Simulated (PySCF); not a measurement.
Compound: C₇H₁₂S.
Structure used (PBE0-D3(BJ)/def2-SVP), in Å, numbered top down from 1:
```
atom  x, y, z in Å
C1     2.8042    1.4996   -0.4082
S2     1.1313    1.6110    0.2590
C3     0.5600   -0.0672   -0.0698
C4     0.8877   -1.2055    0.9235
C5    -0.5812   -1.6741    0.8337
C6    -0.9207   -0.3312    0.1955
C7    -2.0964    0.0652   -0.6301
C8    -1.8978    0.6662    0.7329
H9     2.7925    1.2519   -1.4809
H10    3.4072    0.7562    0.1342
H11    3.2702    2.4867   -0.2810
H12    0.8307   -0.3351   -1.1054
H13    1.1307   -0.7943    1.9138
H14    1.6691   -1.9196    0.6254
H15   -0.7168   -2.5152    0.1354
H16   -1.0873   -1.9152    1.7808
H17   -2.8956   -0.6699   -0.7640
H18   -1.9121    0.7043   -1.4988
H19   -1.5843    1.7131    0.7884
H20   -2.5537    0.3425    1.5466
```

The calculation used PySCF 2.14.0, density-fitted response routines, TDDFT wB97X-D/def2-SVPD, vertical, gas phase, core orbitals frozen in the response.

```tsv
state	E (eV)	E (kJ/mol)	λ (nm)	f	main configurations (H = HOMO, L = LUMO)
S1	5.60	540	221.4	0.0013	H→L (64%), H→L+1 (11%)
S2	6.39	616	194.2	0.032	H→L (25%), H→L+1 (21%), H→L+2 (18%)
S3	6.63	640	186.9	0.0058	H→L+2 (57%), H→L+1 (30%)
S4	6.89	665	179.9	0.025	H→L+3 (76%)
S5	7.40	714	167.4	0.0050	H→L+5 (33%), H→L+6 (25%), H→L+4 (12%)
S6	7.71	744	160.9	0.020	H→L+1 (17%), H→L+7 (16%), H→L+5 (12%)
```

The lowest singlet comes at 221 nm (540 kJ/mol) in the ultraviolet; it is very weak; its leading configuration is HOMO→LUMO (64%). The strongest level in the table is S2 at 6.39 eV (194 nm, f = 0.032). Löwdin shares by element: HOMO sulfur 67%, carbon 24% or more; LUMO sulfur 47%, hydrogen 14% or more, carbon 14% or more (atoms not listed hold the other 25%). Of the 6 states listed, 3 reach f = 0.01 and none stays under 0.0005. Orbital energies (eV): HOMO-3 -10.50, HOMO-2 -9.95, HOMO-1 -9.59, HOMO -8.08, LUMO 2.19, LUMO+1 2.46, LUMO+2 2.59. Weighted by f, the mean energy of these states is 6.89 eV. No computed singlet lies in the visible range (380 to 750 nm); the lowest, at 221 nm, stands 2.34 eV above its violet end (3.26 eV). Singlets were solved by full linear response.

One conformer stands for the species.
